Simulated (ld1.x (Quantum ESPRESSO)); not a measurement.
germanium (Ge): one change to a TM potential, before and after

- Element: Ge
- Generator: ld1.x (Quantum ESPRESSO) 7.5
- Type: norm-conserving Troullier–Martins (Kleinman–Bylander form)
- Functional: PBE
- Relativity: fully relativistic
- Frozen core: [Ar] 3d10
- Valence charge: 4
- Reference configuration: 4s2 4p0 (charge +2)
- Partial waves: 4s (bound): rc 1.50 bohr; 4p (bound, empty): rc 1.45 bohr
- Local potential: all-electron potential smoothed inside 1.20 bohr (lloc = -2)
- Core correction: a·sin(br)/r model core inside 0.85 bohr

Open shells are filled in proportion to 2j + 1 (rel_dist='average').

All-electron outer shells of the reference configuration (PBE, scalar-relativistic, ld1.x):

```json
{"shell": "4s", "level (eV)": "-29.25", "outermost node (bohr)": "0.77", "outermost maximum (bohr)": "1.66"}
{"shell": "4p", "level (eV)": "-19.81", "outermost node (bohr)": "0.81", "outermost maximum (bohr)": "1.98"}
```

Change: local potential the p channel.

Cutoffs: the cutoffs (Ry, on a coarse ladder) from which the occupation-weighted sum of valence levels, in a spherical-Bessel basis at the reference potential, stays within 10 and 1 mRy of its value at 400 Ry; they do not see the model core or the augmentation charge, which bear on the density cutoff. Errors are all-electron minus pseudo energies relative to the spin-unpolarised reference configuration.

Predict the effect on cutoff, ghosts and configuration errors.

The potential gets neither clearly harder nor softer (30 Ry and 45 Ry → 30 Ry and 45 Ry); a bound ghost appears in s, which as a rule spoils a file; of the 7 tests that both files solve, the error grows in 6 and shrinks in 0 by more than 15 % and 0.3 meV (median size 20.2 → 33.8 meV); the range in which the s phases agree widens (upper end -0.8 → at the end of the scan). In the separable form a ghost depends on how the local part lies against the semilocal potential of the channel, so the choice of the local part can create or remove one.

| quantity | base | changed |
| --- | --- | --- |
| cutoff, loose | 30 Ry | 30 Ry |
| cutoff, tight | 45 Ry | 45 Ry |
| bound ghosts | none | s |
| error for 4s2 4p2, meV [ΔE -22.89 eV] | -24 | -41 |
| error for 4s2 4p1, meV [ΔE -15.44 eV] | -13 | -22 |
| error for 4s1 4p0, meV [ΔE 34.79 eV] | -83 | -94 |
| error for 4s1 4p2, meV [ΔE -6.73 eV] | -2.5 | -13 |
| error for 4s2 4p1.5, meV [ΔE -20.09 eV] | -20 | -34 |
| error for 4s2 4p2.3, meV [ΔE -23.77 eV] | -24 | -43 |
| error for 4s1 4p3, meV [ΔE -14.92 eV] | -5.5 | -21 |
| s: phases at 1.65 bohr within 0.05 rad from the reference energy up to (Ry; the scan ends near 5) | -0.8 | to the end of the scan |
| p1/2: phases at 1.65 bohr within 0.05 rad from the reference energy up to (Ry; the scan ends near 5) | -0.3 | -1.1 |
| p3/2: phases at 1.65 bohr within 0.05 rad from the reference energy up to (Ry; the scan ends near 5) | -0.4 | -0.6 |

Base: The cutoffs count occupied waves only; the empty 4p level needs 45 Ry at the loose tolerance. Changed file: The cutoffs count occupied waves only; the empty 4p level needs 45 Ry at the loose tolerance. A true bound ghost makes a file unfit for plane-wave use even where its test errors are small: the radial tests pick states by their node count and pass the ghost by.
